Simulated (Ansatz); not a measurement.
Isolated molecules relaxed with PBE0-D4/def2-TZVP in Ansatz; ΔE leaves out vibrations. CBS: MP2 limit from def2 TZ/QZ plus the TZ coupled-cluster correction, frozen cores. Functionals use def2-TZVPP. B3LYP here is the variant with VWN-RPA as its local correlation; programs differ in this. For Br outer-core shells are correlated without core-valence functions, which leaves a few kJ/mol of doubt a bond. Scalar relativity is left out up to krypton. One conformer a species, not always the lowest.

Reaction (formal exchange of groups at the Si–C bond): `C[SiH2]CBr` + `BC(O)C(=C)N` → `BC(O)[SiH2]C` + `C=C(N)CBr`

```tsv
level	ΔE (kJ/mol)	difference from CCSD(T)/CBS
PBE-D4	-14.3	-14.7
r2SCAN-D4	-8.7	-9.1
PBE0-D4	-7.4	-7.8
B3LYP-D4	-5.1	-5.5
ωB97X-V	1.8	1.4
ωB97M-V	-1.3	-1.7
B2PLYP	-1.6	-2.0
PBE	-14.0	-14.4
r2SCAN	-8.6	-9.0
PBE0	-7.2	-7.6
B3LYP	-4.6	-5.0
HF/def2-TZVPP	14.7	14.3
MP2/def2-TZVPP	0.6	0.2
SCS-MP2/def2-TZVPP	3.6	3.2
CCSD/def2-TZVPP	3.9	3.5
CCSD(T)/def2-TZVPP	1.0	0.6
HF/def2-QZVPP	14.3	13.9
MP2/def2-QZVPP	0.0	-0.4
SCS-MP2/def2-QZVPP	3.2	2.8
HF/CBS(def2)	14.2	13.8
MP2/CBS(def2)	-0.1	-0.5
CCSD/CBS(def2)	3.3	2.9
CCSD(T)/CBS	0.4	0
```

Largest T1 diagnostic among the species: 0.012.

In def2-TZVPP, CCSD(T) changes the Hartree–Fock value by −13.7 kJ/mol (the triples alone add −2.9 kJ/mol) and MP2 by −14.2 kJ/mol. From PBE to PBE0 (25 % exact exchange), in def2-TZVPP and without D4, ΔE moves by +6.8 kJ/mol.
